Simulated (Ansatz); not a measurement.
One change: `P[SiH2][AlH][Cl]` becomes `O[SiH2][AlH][Cl]`.

Ansatz, PBE0-D4/def2-TZVP geometries, multiplicity 1. Each molecule was computed in one conformer, which needn't be the lowest.

```tsv
property	`P[SiH2][AlH][Cl]`
zero-point energy (PBE0-D4/def2-TZVP) / kJ/mol	113.6
HOMO energy (PBE/def2-TZVPP) / eV	-6.13
size of the dipole moment (B3LYP/def2-TZVPP) / D	1.17
HOMO energy (ωB97M-V/def2-TZVPP) / eV	-9.06
HOMO–LUMO gap (PBE0/def2-TZVPP) / eV	5.09
HOMO–LUMO gap (B3LYP/def2-TZVPP) / eV	4.74
```

Problem. Give the same properties after the change, and the shifts. (Estimate.)

Solution. The calculation gave: 
```
                                        property  `O[SiH2][AlH][Cl]`  shift
  zero-point energy (PBE0-D4/def2-TZVP) / kJ/mol               103.7   -9.9
               HOMO energy (PBE/def2-TZVPP) / eV               -6.46  -0.33
size of the dipole moment (B3LYP/def2-TZVPP) / D                1.19   0.02
           HOMO energy (ωB97M-V/def2-TZVPP) / eV               -9.60  -0.54
            HOMO–LUMO gap (PBE0/def2-TZVPP) / eV                5.54   0.45
           HOMO–LUMO gap (B3LYP/def2-TZVPP) / eV                5.19   0.45
```

The zero-point energy changes by -9.9 kJ/mol with -3 modes. Dipoles are sizes alone; their direction can turn.

B3LYP here is the variant with VWN-RPA as its local correlation; programs differ in this.
